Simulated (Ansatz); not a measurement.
Species: C5H4FN, SMILES `Fc1ccccn1` (charge 0, multiplicity 1).

Question: Give a relaxed geometry from B3LYP-D3(BJ)/def2-SVP run with Ansatz (a program for electronic structure).

Answer: the end point of this relaxation (outside a Z-matrix the atoms follow the SMILES, hydrogens last).
Z-matrix (Å, degrees):
```
C
H 1 1.0925
C 1 1.3925 2 120.13
H 3 1.0908 1 122.82 2 0.01
C 3 1.3992 4 120.29 1 -180.00
N 5 1.3115 3 125.16 4 179.99
F 5 1.3349 6 116.59 3 179.97
C 6 1.3387 5 117.53 7 179.98
C 8 1.3951 6 123.14 5 0.00
H 9 1.0913 8 120.52 6 180.00
H 8 1.0954 6 116.30 5 179.99
```
